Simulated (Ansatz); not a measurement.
`CC[SiH2]N` + H₂Se → `N[SiH2][SeH]` + `CC`  (ligand exchange at the Si–C bond)

Isolated molecules relaxed with PBE0-D4/def2-TZVP in Ansatz; ΔE leaves out vibrations. CCSD(T)/CBS adds triple-zeta CCSD(T) − MP2 to the extrapolated MP2 energy (def2 sets, frozen cores). This one scheme is used for every species. DFT in def2-TZVPP. B3LYP here is the variant with VWN-RPA as its local correlation; programs differ in this. For Se outer-core shells are correlated without core-valence functions, which leaves a few kJ/mol of doubt a bond. Scalar relativity is left out up to krypton. One conformer a species, not always the lowest.

| level | ΔE (kcal/mol) |
| --- | --- |
| LDA (SPW92) | -18.2 |
| r2SCAN-D4 | -19.6 |
| B3LYP-D4 | -19.0 |
| ωB97X-V | -18.3 |
| PBE0 | -19.8 |
| BHLYP | -19.4 |
| MP2/def2-TZVPP | -19.2 |
| CCSD/CBS(def2) | -19.1 |

Question: What does CCSD(T)/CBS give? (An estimate is asked.)

Answer: Ansatz gave: -19.1 kcal/mol. The listed levels differ from it by 0.9, -0.5, 0.1, 0.8, -0.7, -0.3, -0.1, 0.0 kcal/mol.

Largest T1 diagnostic among the species: 0.009.

At CCSD(T), def2-SVP lies +1.6 kcal/mol from the extrapolated value and def2-TZVPP +1.0 kcal/mol. Leaving LDA and LC-ωPBE aside and taking each functional with its dispersion term where it has one, the values, not all of them listed here, spread over 1.6 kcal/mol, from r2SCAN0-D4 to CAM-B3LYP-D4. LDA lies +1.7 kcal/mol from PBE without D4.
